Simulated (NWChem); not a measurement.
Species: AlF2 cation; SMILES [F][Al+][F]

```xyz
3

Al     0.0000     0.0000     0.0000
F      0.0000     0.0000     1.6019
F      0.0000     0.0000    -1.6019
```
Atoms are numbered in this order, from 1.

Structure relaxed at the B3LYP/6-31G* (spherical d) level. B3LYP is NWChem's, with the RPA form of VWN correlation.

Problem. Give the principal values of the shielding tensors (ppm) of Al1, F2 from B3LYP/6-31G* (spherical d), GIAO (NWChem), with their diamagnetic and paramagnetic parts as GIAO splits them.

Solution. 
```csv
atom,σ11,σ22,σ33,isotropic,diamagnetic,paramagnetic
Al1,462.5,462.5,789.6,571.5,787.9,-216.4
F2,313.6,313.6,484.3,370.5,459.1,-88.6
```
